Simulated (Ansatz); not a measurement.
Input file for Ansatz (a first-principles code): R-CCSD(T)/def2-QZVPP on CH4Sn (SMILES [CH3][SnH]), a point of a torsion scan. Elements past Kr take the def2 small-core potentials; no spin–orbit coupling. Files ending in .json are basis or fitting sets from the Basis Set Exchange. The run froze 10 orbitals, filled d shells among them.

Ansatz 0.2 input:
```yaml
crystal:
  periodic: [false, false, false]
  atoms:
    - {symbol: C, position_ang: [-0.65176718, 0.02708764, 0.02070644]}
    - {symbol: Sn, position_ang: [1.38167666, 0.97341052, -0.20840613]}
    - {symbol: H, position_ang: [-0.77903905, -0.49175753, 0.96897191]}
    - {symbol: H, position_ang: [-1.45113777, 0.76405914, -0.07352503]}
    - {symbol: H, position_ang: [-0.80344854, -0.70822154, -0.77223301]}
    - {symbol: H, position_ang: [2.15808469, -0.07819107, 1.06663161]}
basis:
  gaussian:
    orbitals: def2-QZVPP.json
magnetization: {spin_polarized: false}
correlation: {method: ccsd_t, electrons: outside_noble_gas}
scf: {lower_state_search: off}
```

The head of its log:

```
WARN ansatz: RAYON_NUM_THREADS=1 ignored (pool sized by the plan → 1); use --threads N
Functional definition: HF
these checks for a lower state are left out or cut short: stability, starts, cluster_reference, orbital_swaps, neighbouring_geometries, increment
integrals: 1.76 GiB planned
1559 factors; integrals over basis functions are off by at most 9.2e-4 eV
mean field: 0.83 GiB planned
mean field evaluation 1: about -6896.3348 eV, gradient 3.1e1 eV
mean field evaluation 2: about -6896.3357 eV, gradient 3.1e1 eV
mean field evaluation 4: about -6898.9351 eV, gradient 2.8e0 eV
mean field evaluation 8: about -6898.9810 eV, gradient 6.9e-4 eV
mean field -6898.98097073 eV, -253.5328743771 hartree, gradient 6.4e-6 eV, S^2 0.000000; 0 other end points of the search recorded, 0 dependent functions left out
10 core orbitals not correlated
reference -6898.98097073 eV, -253.5328743771 hartree; 6, 6 occupied and 243, 243 virtual orbitals, 1559 factors
```

Problem. Give the final energy of this run.

Solution. -253.8629 hartree (reference determinant -253.5329, T1 diagnostic 0.012).
